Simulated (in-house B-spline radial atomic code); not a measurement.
## Ionising Ne VII (Ne6+) with different functionals

Computed with an all-electron radial atomic-structure program (B-spline basis): non-relativistic Hamiltonian, point nucleus, spin-polarised at highest spin, spherical fractional occupations for the functionals, the average over the highest-spin determinants for Hartree-Fock. The ionisation energy is the difference of two self-consistent energies, [He] 2s2 → [He] 2s1, without Breit or QED terms; ε is the level of the shell that loses the electron (its least bound occupied spin orbital).

| method | rung | ΔSCF (eV) | -ε(2s) (eV) |
| --- | --- | --- | --- |
| Hartree-Fock | Hartree-Fock | 203.53 | 203.83 |
| HF fractional | Hartree-Fock | 203.53 | 203.83 |
| LDA VWN5 | LDA | 204.64 | 191.46 |
| LDA PW92 | LDA | 204.63 | 191.45 |
| LDA exchange-only | LDA | 202.12 | 189.53 |
| PBE | GGA | 205.35 | 192.19 |
| PBEsol | GGA | 204.69 | 191.71 |
| BLYP | GGA | 205.25 | 192.20 |
| RPBE | GGA | 205.53 | 192.29 |
| PW91 | GGA | 205.52 | 192.32 |
| BP86 | GGA | 205.39 | 192.33 |
| AM05 | GGA | 204.42 | 191.49 |
| OLYP | GGA | 205.19 | 192.36 |
| TPSS | meta-GGA | 205.33 | 192.79 |
| SCAN | meta-GGA | 204.38 | 192.94 |
| r2SCAN | meta-GGA | 204.31 | 192.86 |
| M06-L | meta-GGA | 204.66 | 193.25 |
| revTPSS | meta-GGA | 205.18 | 192.87 |
| PBE0 | global hybrid | 205.21 | 195.40 |
| B3LYP | global hybrid | 205.35 | 194.89 |
| TPSSh | global hybrid | 205.28 | 194.01 |
| M06-2X | global hybrid | 205.81 | 198.76 |
| BHandHLYP | global hybrid | 205.04 | 198.55 |
| r2SCAN0 | global hybrid | 204.44 | 195.83 |
| B97-1 | global hybrid | 205.51 | 194.95 |
| HSE06 | range-separated hybrid | 205.20 | 194.96 |
| wB97X | range-separated hybrid | 203.79 | 197.88 |
| CAM-B3LYP | range-separated hybrid | 205.23 | 196.85 |
| LC-wPBE | range-separated hybrid | 205.45 | 198.00 |

Problem. Among the functionals, which spreads more, the ΔSCF values or the orbital energies?

Solution. The orbital energies: ΔSCF values span about 3.69 eV and the orbital energies 9.24 eV.

Problem. How do they compare with the NIST value?

Solution. NIST lists 207.27 eV ± 0.012 (measured, ground level to ground level). Errors run from -5.15 to -1.46 eV; M06-2X is closest (-1.46 eV), but part of that can be cancellation, since the calculations leave out relativity, Breit-QED terms, the near-degeneracy of s² and p². Hartree-Fock also lacks correlation.
